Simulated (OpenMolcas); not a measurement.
A calculation on Sn.

```json
{
  "Program": "OpenMolcas",
  "Method": "XMS-CASPT2, IPEA 0.25 Eh, imaginary shift 0.1 Eh (closed shells correlated: 4d 5s)",
  "Basis": "ANO-RCC-VTZP [7s6p4d2f1g]",
  "Scalar Hamiltonian": "DKH2, point nucleus",
  "Active space": "2 electrons in 3 orbitals (5p)",
  "State averaging": "2S+1 = 3 even, 3 roots; 2S+1 = 1 even, 6 roots",
  "Spin-orbit coupling": "RASSI with atomic mean-field integrals over the reference wave functions, term energies averaged over their components"
}
```

(1) Which level of the active space comes out lowest?

(2) How high does 5s² 5p² ³P₂ lie?

(3) How high does 5s² 5p² ³P₁ lie?

(4) How high does 5s² 5p² ¹S₀ lie?

Measured values: NIST Handbook of Basic Atomic Spectroscopic Data.

Answers

(1) 5s² 5p² ³P₀, with 97 % of that term; it is also the measured ground level.

(2) 3040 cm⁻¹ above the lowest level; measured 3428 cm⁻¹ above the ground level, so the calculation is off by -11 %.

(3) 1431 cm⁻¹ above the lowest level; measured 1692 cm⁻¹ above the ground level, so the calculation is off by -15 %.

(4) 17530 cm⁻¹ above the lowest level; measured 17162 cm⁻¹ above the ground level, so the calculation is off by +2 %.

With the s shell closed, the reference lacks s² → p² mixing. Measured partners are found by configuration, term and J. A level has none where our copy of the source lacks it or the pairing is in doubt (some pairs that miss far off the trend of their configuration count as doubtful), and it then counts in no deviation. Levels of configurations outside the active space are missing.
